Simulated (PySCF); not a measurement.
**Electron correlation in N (nitrogen, neutral)**

[He] 2s2 2p3, high-spin 4S determinant. Calculation: PySCF 2.14, in aug-cc-pVDZ (4s3p2d, 23 functions); the non-relativistic Hamiltonian (point nucleus). Frozen: 1s2; 5 electrons correlated.

MP2 pair energies summed by pair of shells (mhartree):

```csv
pair,energy,share (%)
2s-2p,-47.95,63.9
2p-2p,-18.78,25.0
2s-2s,-8.27,11.0
```

Total MP2 correlation energy: -74.99 mhartree.

Same-spin part -22.70 and opposite-spin part -52.29 mhartree; SCS-MP2 scales them by 1/3 and 6/5 to -70.31 mhartree.

| level | correlation energy (mhartree) |
| --- | --- |
| CCSD | -92.52 |
| (T) | -1.27 |
| CCSD(T) | -93.79 |

Diagnostics: T1 = 0.0078, D1 = 0.0124, largest double amplitude 0.029.

Cost of the coupled-cluster step: 0.1 s of wall time on 1 thread of INTEL(R) XEON(R) PLATINUM 8581C CPU @ 2.30GHz (shared host), for 5 correlated electrons.
